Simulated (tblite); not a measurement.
A tight-binding relaxation on `C[n+]1ccccc1N`.

Computed with GFN2-xTB geometry optimisation, gas phase (tblite 0.8.0). Start geometry: from a force field or distance geometry. The input is one job of a driver script: a line of settings, then coordinates in Å.

Input:
```
{"job": {"kind": "relax", "xc": "GFN2-xTB", "basis": "xTB"}, "charge": 1, "multiplicity": 1}
C     -1.791400    -0.879500    -0.303600
N     -0.410800    -0.489000    -0.126300
C      0.566800    -1.435800    -0.180000
C      1.871600    -1.032800    -0.011500
C      2.169600     0.284100     0.246300
C      1.155200     1.248700     0.302900
C     -0.152500     0.812100     0.113600
N     -1.222500     1.743000     0.176900
H     -2.509900    -0.114400     0.030100
H     -1.948500    -1.789100     0.341700
H     -2.027800    -1.138000    -1.365500
H      0.295300    -2.484300    -0.374900
H      2.684200    -1.766400    -0.038400
H      3.186400     0.579400     0.373900
H      1.363800     2.287700     0.493100
H     -1.784000     1.911500     1.029300
H     -1.452400     2.274600    -0.717400
```

Output:
```
step      E/eV     max force
  0    -621.60433    2.255
  1    -621.78789    1.076
  2    -621.84814    0.617
  3    -621.87301    0.397
  4    -621.89486    0.312
  5    -621.90632    0.382
  6    -621.92029    0.376
  7    -621.93344    0.378
  8    -621.95105    0.470
  9    -621.96836    0.473
... (98 lines left out)
108    -622.65329    0.045
109    -622.65357    0.049
110    -622.65377    0.039
111    -622.65394    0.052
112    -622.65408    0.029
113    -622.65418    0.024
114    -622.65425    0.017
115    -622.65431    0.017
116    -622.65434    0.016
117    -622.65435    0.009
```

«max force» is the largest atomic force in eV/Å.

From which step on does the largest force stay under 0.1 eV/Å, and how much energy is left to gain from there?

From step 101 (0.084 eV/Å), 4.8 meV above the end.

In short: energy lowered by 24.2 kcal/mol over 117 steps; largest atomic force 0.009 eV/Å at the end.

Hardware: one thread, Arm Neoverse V1 (aarch64), shared host. Cost: 0.68 s.
Labels such as C1 count atoms from 1, the log's own numbers from 0.
